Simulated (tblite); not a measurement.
A geometry optimisation, step by step.

Species: C6H11FO2Si.
Numbering: `[CH3:1]/[C:2](=[CH:3]\[F:4])[C@H:5]1[CH2:6][CH2:7][O:8][SiH2:9][O:10]1` (hydrogens: H11, H12, H13 on C1; H14 on C3; H15 on C5; H16, H17 on C6; H18, H19 on C7; H20, H21 on Si9)

Computed with GFN2-xTB (tblite), gas phase: L-BFGS steps from a force-field or distance-geometry start until the largest atomic force falls under 0.01 eV/Å. 7 of its 106 geometries are shown.

Step 0: E = -901.0000 eV, largest atomic force 2.776 eV/Å
```
atom  x, y, z in Å  |  force x, y, z in eV/Å
C1      2.487   -0.485   -0.289   -0.002   0.178  -0.244
C2      1.431    0.517    0.082    1.335   0.153   0.494
C3      1.800    1.680    0.623   -0.608  -0.578  -0.357
F4      3.107    1.977    0.804   -0.509   0.234   0.099
C5     -0.003    0.166   -0.125    1.154   0.919   0.138
C6     -0.419   -1.068    0.629   -0.220  -1.193  -0.159
C7     -1.800   -1.448    0.100    0.702  -0.274  -0.658
O8     -2.741   -0.575    0.601   -0.355   1.951  -0.422
Si9    -2.356    0.984    0.048   -0.445   0.624   1.440
O10    -0.717    1.267    0.352   -2.692  -0.241  -0.632
H11     2.586   -1.258    0.501    0.078   0.447  -0.654
H12     2.201   -0.922   -1.254    0.263  -0.208   0.361
H13     3.419    0.091   -0.419   -0.224  -0.681   0.143
H14     1.047    2.411    0.896    0.655   0.206   0.131
H15    -0.177    0.077   -1.217    0.091  -0.309   0.245
H16    -0.525   -0.829    1.708    0.395  -0.289  -0.631
H17     0.229   -1.936    0.407    0.054   0.583   0.438
H18    -1.763   -1.291   -1.000   -0.025  -0.711   0.179
H19    -2.022   -2.498    0.314   -0.383   0.206   0.178
H20    -2.667    1.133   -1.375    0.203  -0.272  -0.034
H21    -3.126    2.024    0.771    0.531  -0.745  -0.054
```

Step 18: E = -901.7634 eV, largest atomic force 0.229 eV/Å
```
atom  x, y, z in Å  |  force x, y, z in eV/Å
C1      2.497   -0.467   -0.290   -0.019   0.003   0.059
C2      1.485    0.545    0.153   -0.085   0.006  -0.130
C3      1.806    1.720    0.667   -0.012   0.027   0.032
F4      3.088    2.092    0.855   -0.015  -0.036   0.038
C5      0.042    0.203   -0.137   -0.024  -0.065  -0.083
C6     -0.431   -1.085    0.562    0.073   0.095  -0.016
C7     -1.828   -1.467    0.081    0.035  -0.009   0.095
O8     -2.773   -0.478    0.383    0.061   0.008  -0.144
Si9    -2.421    1.068   -0.006   -0.042   0.070  -0.115
O10    -0.807    1.283    0.165   -0.041  -0.194  -0.026
H11     2.595   -1.248    0.462    0.012  -0.089   0.025
H12     2.179   -0.924   -1.226    0.083  -0.006   0.019
H13     3.473   -0.008   -0.419   -0.024   0.047  -0.021
H14     1.107    2.480    0.974   -0.012  -0.007   0.010
H15    -0.015    0.014   -1.222   -0.013   0.006  -0.058
H16    -0.463   -0.907    1.638    0.026   0.005  -0.026
H17     0.252   -1.906    0.341    0.006   0.071   0.044
H18    -1.804   -1.651   -1.003   -0.037   0.024   0.046
H19    -2.164   -2.378    0.580    0.003  -0.110   0.030
H20    -2.785    1.264   -1.423    0.044   0.076   0.212
H21    -3.042    1.866    1.019   -0.020   0.078   0.011
```

Step 35: E = -901.8127 eV, largest atomic force 0.077 eV/Å
```
atom  x, y, z in Å  |  force x, y, z in eV/Å
C1      2.520   -0.464   -0.284    0.003  -0.020   0.000
C2      1.469    0.538    0.088   -0.009  -0.024   0.001
C3      1.760    1.685    0.678   -0.018   0.021   0.000
F4      3.030    2.031    0.972   -0.023   0.002   0.001
C5      0.035    0.186   -0.236    0.019  -0.017   0.000
C6     -0.417   -1.067    0.529    0.028   0.041   0.002
C7     -1.818   -1.496    0.102    0.035   0.053   0.010
O8     -2.770   -0.476    0.227   -0.073   0.009   0.017
Si9    -2.432    1.102   -0.007    0.037  -0.026  -0.047
O10    -0.807    1.272    0.052    0.010  -0.038  -0.037
H11     2.598   -1.229    0.486    0.006  -0.044   0.013
H12     2.277   -0.947   -1.227   -0.014  -0.012  -0.028
H13     3.489    0.019   -0.372    0.000   0.036   0.006
H14     1.048    2.439    0.964   -0.011   0.012   0.013
H15    -0.024   -0.033   -1.316    0.011   0.013   0.010
H16    -0.419   -0.829    1.594   -0.006   0.013  -0.005
H17     0.273   -1.888    0.340   -0.009   0.014   0.027
H18    -1.794   -1.837   -0.940   -0.010   0.015  -0.075
H19    -2.162   -2.328    0.724   -0.003  -0.024   0.034
H20    -2.903    1.492   -1.337   -0.001  -0.016   0.037
H21    -2.963    1.845    1.116    0.028  -0.009   0.021
```

Step 52: E = -901.8236 eV, largest atomic force 0.053 eV/Å
```
atom  x, y, z in Å  |  force x, y, z in eV/Å
C1      2.542   -0.466   -0.285   -0.015   0.021   0.000
C2      1.472    0.521    0.073   -0.044  -0.006  -0.010
C3      1.719    1.663    0.691    0.006   0.020   0.005
F4      2.968    2.029    1.042    0.005   0.009   0.003
C5      0.053    0.158   -0.297   -0.024   0.007  -0.005
C6     -0.428   -1.043    0.527    0.040   0.017   0.004
C7     -1.823   -1.487    0.098    0.046   0.019   0.019
O8     -2.777   -0.470    0.230   -0.004  -0.001   0.001
Si9    -2.419    1.106    0.006    0.010  -0.010  -0.050
O10    -0.796    1.258   -0.108   -0.004   0.003   0.014
H11     2.610   -1.247    0.471   -0.001  -0.005  -0.004
H12     2.320   -0.931   -1.243    0.022  -0.017  -0.009
H13     3.505    0.033   -0.342    0.015   0.007   0.007
H14     0.979    2.401    0.956    0.014  -0.003   0.009
H15     0.036   -0.111   -1.366    0.001  -0.042   0.005
H16    -0.457   -0.729    1.573   -0.018  -0.036   0.005
H17     0.266   -1.874    0.416   -0.010  -0.020  -0.006
H18    -1.796   -1.827   -0.945   -0.013   0.030  -0.012
H19    -2.157   -2.323    0.722   -0.014   0.001   0.014
H20    -2.999    1.530   -1.266   -0.020   0.012   0.032
H21    -2.825    1.825    1.201    0.009  -0.006  -0.022
```

Step 70: E = -901.8265 eV, largest atomic force 0.029 eV/Å
```
atom  x, y, z in Å  |  force x, y, z in eV/Å
C1      2.553   -0.456   -0.285   -0.002   0.008  -0.001
C2      1.468    0.517    0.065   -0.014  -0.010   0.004
C3      1.704    1.658    0.692    0.001   0.006   0.004
F4      2.949    2.028    1.052   -0.003   0.011   0.005
C5      0.056    0.139   -0.314   -0.004  -0.012   0.002
C6     -0.431   -1.044    0.532    0.010  -0.001   0.005
C7     -1.828   -1.480    0.102    0.019   0.006   0.002
O8     -2.779   -0.461    0.242    0.001   0.001   0.007
Si9    -2.414    1.111    0.003    0.013  -0.003  -0.007
O10    -0.797    1.244   -0.176   -0.001  -0.017   0.002
H11     2.611   -1.248    0.461   -0.006  -0.002  -0.002
H12     2.360   -0.912   -1.253    0.007   0.000  -0.006
H13     3.513    0.051   -0.313    0.011   0.000   0.002
H14     0.960    2.389    0.963    0.002  -0.001  -0.006
H15     0.056   -0.170   -1.372   -0.003   0.010  -0.004
H16    -0.459   -0.726    1.576   -0.010   0.001  -0.001
H17     0.255   -1.883    0.427   -0.004   0.001  -0.005
H18    -1.799   -1.805   -0.946   -0.027  -0.011   0.000
H19    -2.168   -2.320    0.718    0.001   0.007  -0.005
H20    -3.049    1.551   -1.235    0.007   0.000   0.004
H21    -2.769    1.832    1.213    0.000   0.005   0.000
```

Step 88: E = -901.8280 eV, largest atomic force 0.021 eV/Å
```
atom  x, y, z in Å  |  force x, y, z in eV/Å
C1      2.577   -0.443   -0.282   -0.019   0.006   0.007
C2      1.468    0.507    0.059   -0.017   0.002  -0.003
C3      1.673    1.652    0.688    0.002   0.006   0.015
F4      2.904    2.050    1.068    0.009   0.000  -0.001
C5      0.064    0.111   -0.339   -0.003  -0.004   0.001
C6     -0.436   -1.056    0.523    0.011  -0.005  -0.001
C7     -1.846   -1.473    0.116    0.014   0.006   0.003
O8     -2.780   -0.444    0.284   -0.005   0.003   0.000
Si9    -2.399    1.119    0.010    0.016  -0.006  -0.006
O10    -0.791    1.218   -0.244    0.010   0.006  -0.006
H11     2.605   -1.267    0.430   -0.006  -0.009   0.000
H12     2.433   -0.858   -1.277    0.004   0.003  -0.003
H13     3.533    0.071   -0.242   -0.006  -0.004   0.000
H14     0.911    2.368    0.948   -0.003  -0.001  -0.004
H15     0.085   -0.218   -1.391   -0.007   0.003   0.002
H16    -0.453   -0.730    1.565    0.011   0.001  -0.012
H17     0.235   -1.906    0.416    0.006  -0.005   0.009
H18    -1.847   -1.794   -0.934   -0.003  -0.002  -0.001
H19    -2.182   -2.312    0.736   -0.003   0.005  -0.003
H20    -3.062    1.567   -1.208   -0.005  -0.006   0.001
H21    -2.700    1.856    1.226   -0.005   0.002   0.004
```

Step 105: E = -901.8288 eV, largest atomic force 0.009 eV/Å
```
atom  x, y, z in Å  |  force x, y, z in eV/Å
C1      2.578   -0.439   -0.277    0.000  -0.001  -0.002
C2      1.464    0.507    0.052    0.000  -0.003  -0.004
C3      1.655    1.650    0.690    0.002   0.001  -0.001
F4      2.878    2.052    1.087    0.000   0.005   0.002
C5      0.068    0.101   -0.360   -0.001  -0.002   0.002
C6     -0.430   -1.058    0.513   -0.001   0.000   0.003
C7     -1.848   -1.468    0.130    0.001  -0.001   0.002
O8     -2.774   -0.434    0.317    0.000   0.001   0.000
Si9    -2.391    1.122    0.012    0.001   0.000  -0.005
O10    -0.791    1.206   -0.294    0.005   0.006  -0.001
H11     2.562   -1.296    0.396    0.004  -0.003  -0.005
H12     2.477   -0.805   -1.297    0.002  -0.002  -0.003
H13     3.537    0.060   -0.171   -0.002   0.001   0.007
H14     0.885    2.361    0.940    0.006   0.002   0.001
H15     0.101   -0.241   -1.408   -0.002   0.001   0.001
H16    -0.429   -0.728    1.554    0.001   0.003   0.001
H17     0.235   -1.913    0.402   -0.003   0.000   0.002
H18    -1.869   -1.789   -0.920   -0.003  -0.002   0.001
H19    -2.178   -2.305    0.755    0.002  -0.008  -0.004
H20    -3.083    1.560   -1.194   -0.003   0.003  -0.001
H21    -2.657    1.874    1.227   -0.006   0.000   0.003
```

Problem. Summarise the path.

Solution. The energy falls by 0.8289 eV from step 0 to step 105; nine tenths of that is first reached at step 16. It falls at every step. The largest force goes from 2.776 to 0.009 eV/Å. Among the bonds O8–Si9 changes most, from 1.699 to 1.631 Å; the atoms move by 0.355 Å rms after alignment.

Problem. Follow the three bonds and two angles with the largest change from start to end.

Solution. 
| step | E above end (eV) | largest force (eV/Å) | O8–Si9 (Å) | Si9–O10 (Å) | C5–C6 (Å) | C5–O10–Si9 (°) | C7–O8–Si9 (°) |
| --- | --- | --- | --- | --- | --- | --- | --- |
| 0 | 0.8289 | 2.776 | 1.699 | 1.691 | 1.504 | 107.6 | 108.0 |
| 5 | 0.2446 | 0.544 | 1.634 | 1.636 | 1.520 | 116.7 | 113.0 |
| 9 | 0.1643 | 0.315 | 1.641 | 1.639 | 1.540 | 117.4 | 114.4 |
| 14 | 0.0924 | 0.317 | 1.632 | 1.634 | 1.534 | 117.9 | 117.4 |
| 18 | 0.0654 | 0.229 | 1.632 | 1.638 | 1.539 | 118.1 | 118.2 |
| 23 | 0.0409 | 0.138 | 1.632 | 1.632 | 1.531 | 120.3 | 120.7 |
| 27 | 0.0285 | 0.112 | 1.632 | 1.635 | 1.537 | 120.4 | 121.5 |
| 32 | 0.0195 | 0.080 | 1.630 | 1.632 | 1.533 | 120.5 | 122.8 |
| 37 | 0.0150 | 0.060 | 1.631 | 1.635 | 1.536 | 120.6 | 123.1 |
| 41 | 0.0128 | 0.067 | 1.630 | 1.633 | 1.532 | 120.9 | 122.8 |
| 46 | 0.0092 | 0.070 | 1.629 | 1.633 | 1.534 | 121.4 | 122.9 |
| 50 | 0.0063 | 0.060 | 1.631 | 1.633 | 1.532 | 122.4 | 122.6 |
| 55 | 0.0041 | 0.037 | 1.631 | 1.633 | 1.534 | 122.6 | 122.5 |
| 59 | 0.0031 | 0.031 | 1.631 | 1.633 | 1.534 | 123.1 | 122.4 |
| 64 | 0.0027 | 0.029 | 1.631 | 1.633 | 1.534 | 123.2 | 122.3 |
| 68 | 0.0024 | 0.016 | 1.631 | 1.633 | 1.534 | 123.3 | 122.3 |
| 73 | 0.0020 | 0.027 | 1.631 | 1.632 | 1.534 | 123.4 | 122.2 |
| 78 | 0.0014 | 0.024 | 1.631 | 1.631 | 1.534 | 124.0 | 122.2 |
| 82 | 0.0012 | 0.014 | 1.631 | 1.631 | 1.534 | 123.9 | 122.0 |
| 87 | 0.0009 | 0.019 | 1.632 | 1.631 | 1.534 | 124.3 | 121.9 |
| 91 | 0.0006 | 0.016 | 1.632 | 1.631 | 1.534 | 124.3 | 121.8 |
| 96 | 0.0004 | 0.016 | 1.631 | 1.631 | 1.534 | 124.5 | 121.8 |
| 100 | 0.0003 | 0.016 | 1.631 | 1.631 | 1.534 | 124.5 | 121.7 |
| 105 | 0.0000 | 0.009 | 1.631 | 1.630 | 1.534 | 124.8 | 121.6 |

The cost below is that of the whole relaxation. The run took 1.6 s on an Arm Neoverse N1 with one thread, shared host.
